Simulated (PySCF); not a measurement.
In(Me)2 (C2H6In), SMILES [CH3][In][CH3], multiplicity 2.

Geometry optimised at PBE-D3(BJ)/def2-SVP. The spin state was assumed, not searched. The isomer is the one that the SMILES or the coordinates give; other isomers of the formula were not compared. The def2 effective core potentials stand for the cores of In; spin–orbit coupling is left out.

The numbers are results of PBE-D3(BJ)/def2-SVP (PySCF), not measurements.

Frequencies are harmonic and unscaled.

| mode | ν (cm⁻¹) | IR (km/mol) | moving atoms (share of kinetic energy) |
|---|---|---|---|
| 1 | 25 | 0.0 | H 99 % |
| 2 | 30 | 0.0 | H 90 % |
| 3 | 109 | 1.4 | C 56 %, H 30 %, In 13 % |
| 4 | 395 | 12.3 | C 77 %, H 16 % |
| 5 | 427 | 37.7 | C 68 %, H 17 %, In 15 % |
| 6 | 540 | 0.5 | H 88 %, C 11 % |
| 7 | 551 | 0.0 | H 88 %, C 12 % |
| 8 | 585 | 2.4 | H 87 %, C 12 % |
| 9 | 688 | 50.6 | H 82 %, C 18 % |
| 10 | 1050 | 13.7 | H 83 %, C 17 % |
| 11 | 1082 | 0.0 | H 84 %, C 16 % |
| 12 | 1359 | 2.7 | H 94 % |
| 13 | 1363 | 1.7 | H 95 % |
| 14 | 1371 | 0.0 | H 94 % |
| 15 | 1379 | 8.4 | H 94 % |
| 16 | 2968 | 13.0 | H 98 % |
| 17 | 2969 | 6.7 | H 98 % |
| 18 | 3077 | 0.0 | H 91 %, C 9 % |
| 19 | 3078 | 17.6 | H 91 %, C 9 % |
| 20 | 3111 | 6.1 | H 90 %, C 10 % |
| 21 | 3111 | 2.7 | H 90 %, C 10 % |
